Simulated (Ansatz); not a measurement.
Gas-phase electronic energies from Ansatz, PBE0-D4/def2-TZVP geometries. CCSD(T)/CBS adds triple-zeta CCSD(T) − MP2 to the extrapolated MP2 energy (def2 sets, frozen cores). This one scheme is used for every species. DFT in def2-TZVPP. B3LYP here is the variant with VWN-RPA as its local correlation; programs differ in this. For Ge outer-core shells are correlated without core-valence functions, which leaves a few kJ/mol of doubt a bond. Scalar relativity is left out up to krypton. Each species was taken in one conformer, which may not be the lowest.

Reaction (redistribution): `O[SiH](O)F` + `C[S][Ge][NH2]` → `N[SiH](O)F` + `C[S][Ge][OH]`

```csv
level,ΔE (eV)
ωB97X-V,0.26
PBE0,0.26
B3LYP,0.25
MP2/def2-QZVPP,0.31
```

Task: What does CCSD(T)/CBS give? (An estimate is asked.)

Result: Computed: +0.29 eV. The listed levels differ from it by -0.03, -0.03, -0.04, 0.02 eV.

Largest T1 diagnostic among the species: 0.014.

From PBE to PBE0 (25 % exact exchange), in def2-TZVPP and without D4, ΔE moves by +0.05 eV.
